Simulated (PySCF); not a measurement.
In(F)(Me)(NH2) (CH₅FInN), SMILES [CH3][In]([NH2])[F].

Coordinates come from a B3LYP-D3(BJ)/def2-SVP optimisation. The structure was generated by enumeration; whether it is a known compound was not checked. The def2 effective core potentials stand for the cores of In; spin–orbit coupling is left out. The values are those of a single conformer.

Calculation: B3LYP-D3(BJ)/def2-SVP run with PySCF 2.14.0.

Frequencies are harmonic and unscaled.

| mode | ν (cm⁻¹) | IR (km/mol) | Raman (Å⁴/amu) | depolarisation | moving atoms (share of kinetic energy) |
|---|---|---|---|---|---|
| 1 | 36 | 0.3 | 0.0 | – | H 97 % |
| 2 | 106 | 1.9 | 2.7 | 0.72 | C 35 %, H 25 %, N 20 %, In 14 % |
| 3 | 129 | 9.3 | 0.8 | 0.28 | In 28 %, N 22 %, C 18 %, H 16 %, F 15 % |
| 4 | 143 | 16.2 | 2.4 | 0.74 | F 52 %, N 23 %, H 11 %, In 11 % |
| 5 | 286 | 26.1 | 0.2 | 0.12 | H 93 % |
| 6 | 366 | 148.4 | 9.8 | 0.12 | H 73 %, N 25 % |
| 7 | 498 | 8.9 | 34.3 | 0.19 | C 69 %, H 20 % |
| 8 | 583 | 65.2 | 3.8 | 0.39 | F 85 %, In 14 % |
| 9 | 610 | 41.9 | 15.4 | 0.28 | N 63 %, H 20 %, In 14 % |
| 10 | 721 | 29.7 | 0.6 | 0.54 | H 86 %, C 11 % |
| 11 | 729 | 17.2 | 0.3 | 0.35 | H 86 %, C 11 % |
| 12 | 770 | 58.6 | 1.6 | 0.75 | H 85 % |
| 13 | 1186 | 1.2 | 14.8 | 0.14 | H 83 %, C 17 % |
| 14 | 1433 | 1.9 | 9.9 | 0.75 | H 95 % |
| 15 | 1434 | 1.5 | 8.3 | 0.75 | H 95 % |
| 16 | 1514 | 7.6 | 3.3 | 0.72 | H 91 %, N 9 % |
| 17 | 3053 | 4.8 | 138.9 | 0.00 | H 98 % |
| 18 | 3163 | 1.0 | 97.3 | 0.75 | H 90 %, C 10 % |
| 19 | 3171 | 2.3 | 92.1 | 0.75 | H 90 %, C 10 % |
| 20 | 3531 | 11.8 | 211.5 | 0.11 | H 96 % |
| 21 | 3636 | 15.7 | 113.5 | 0.75 | H 91 %, N 9 % |
